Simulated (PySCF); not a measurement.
# C3H6FOSi: g tensor and hyperfine couplings

C3H6FOSi (doublet state).
Structure used (GFN2-xTB), in Å, numbered top down from 1:
```xyz
12
C3H6FOSi angstrom
F     -3.7251    0.4029    0.5659
C     -2.5861    0.4036   -0.1480
C     -1.3983    0.0951    0.4492
C     -0.1832    0.0720   -0.2032
O      0.9344   -0.2417    0.4541
Si     2.5035   -0.3620    0.0172
H     -2.7372    0.6629   -1.1822
H     -1.4084   -0.1471    1.5026
H     -0.1036    0.3058   -1.2561
H      3.0621   -0.7477    1.3004
H      2.9847    0.9247   -0.4911
H      2.6585   -1.3691   -1.0348
```

The hyperfine couplings belong to this conformer and change with its torsions.

The species is `O([CH]/C=C/F)[SiH3]` [radical].

Level of theory: UKS B3LYP, pcH-1 on C F H O Si, non-relativistic, mean-field spin-orbit, GIAO in PySCF. Geometry: GFN2-xTB, one conformer, isolated molecule. A GFN2-xTB geometry isn't a minimum of the functional, and hyperfine couplings can be far from their values at a DFT geometry. Stability of the SCF solution: not tested. ⟨S²⟩ is 0.775 where a pure state has 0.75.

| Property | Result |
| --- | --- |
| g1, g2, g3 | 2.00206, 2.00444, 2.00465 |
| g_iso | 2.00372 |
| Form of g | close to axial: the two nearest values differ by 8 % of g3 − g1 |
| ⟨S²⟩ | 0.7745 (exact 0.7500) |
| α and β electrons | 28, 27 |
| Total energy | -582.46996 Eh |

Isotropic coupling and dipolar principal values T1 to T3, in 10⁻⁴ cm⁻¹ (1 × 10⁻⁴ cm⁻¹ = 2.998 MHz):

| atom | isotope | a_iso | of which spin–orbit | T1 | T2 | T3 | Mulliken spin population |
| --- | --- | --- | --- | --- | --- | --- | --- |
| F1 | 19F | 31.1 | 0.1 | -59.1 | -48.9 | 107.9 | 0.04 |
| C2 | 13C | 19.9 | 0.0 | -17.5 | -17.4 | 34.8 | 0.57 |
| C3 | 13C | -16.4 | 0.0 | -9.4 | 3.8 | 5.6 | -0.25 |
| C4 | 13C | 18.4 | 0.0 | -17.4 | -17.3 | 34.7 | 0.60 |
| O5 | 17O | -2.6 | 0.0 | -12.0 | 5.9 | 6.2 | 0.06 |
| Si6 | 29Si | 0.7 | 0.0 | -0.5 | 0.1 | 0.3 | 0.00 |
| H7 | 1H | -14.0 | 0.0 | -7.2 | -0.7 | 7.9 | -0.03 |
| H8 | 1H | 3.9 | 0.0 | -1.8 | -0.5 | 2.3 | 0.01 |
| H9 | 1H | -13.8 | 0.0 | -7.2 | -0.6 | 7.8 | -0.03 |
| H10 | 1H | -0.8 | 0.0 | -0.6 | -0.4 | 1.0 | 0.00 |
| H11 | 1H | 2.3 | 0.0 | -0.5 | -0.4 | 1.0 | 0.01 |
| H12 | 1H | 2.3 | 0.0 | -0.5 | -0.4 | 1.0 | 0.01 |

The Mulliken spin populations are largest on C4 (+0.60), C2 (+0.57), C3 (-0.25) and O5 (+0.06). The angles at C4 add up to 360.0°, so it is planar; its axial dipolar tensor and the negative coupling of its proton fit spin in a p orbital normal to that plane.

The SMILES `F/C=C/[CH]O[SiH3]` draws the unpaired electron on C4, whose computed spin population is only +0.60.

Axes: g3 points within 2° of the C4–O5 bond.

Under fast tumbling the dipolar parts average out, and these isotropic splittings remain: 1 × 19F (F1, I = 1/2, 2 lines) with 3.32 mT, 1 × 1H (H7, I = 1/2, 2 lines) with 1.50 mT, 1 × 1H (H9, I = 1/2, 2 lines) with 1.47 mT, 1 × 1H (H8, I = 1/2, 2 lines) with 0.42 mT and 3 × 1H (H10/H11/H12, I = 1/2, 4 lines) with 0.14 mT.

Nuclei that the bonding pattern makes equivalent are averaged, as if the motion that swaps them (rotation, inversion, ring flip) were fast. The three 1H nuclei of mean +3.8 MHz run from -2.4 to 7.0 MHz in the frozen geometry.

The 17O coupling of O5 (-7.8 MHz) shows only in satellite lines or after enrichment, since that isotope makes up about 0.038 % of natural oxygen.

The 13C coupling of C2 (59.7 MHz) shows only in satellite lines or after enrichment, since that isotope makes up about 1.07 % of natural carbon.

β density exceeds α density at some nuclei, such as C3 (-0.0438), H7 (-0.0094) and H9 (-0.0093), spin density in bohr⁻³. In a single determinant that takes different orbitals for the two spins, that is spin polarisation.

The run took 46 s of wall time (with the writing of density and orbital grids) on one thread, Arm Neoverse V1 (aarch64), shared host, and the process peaked at 0.81 GiB of memory.
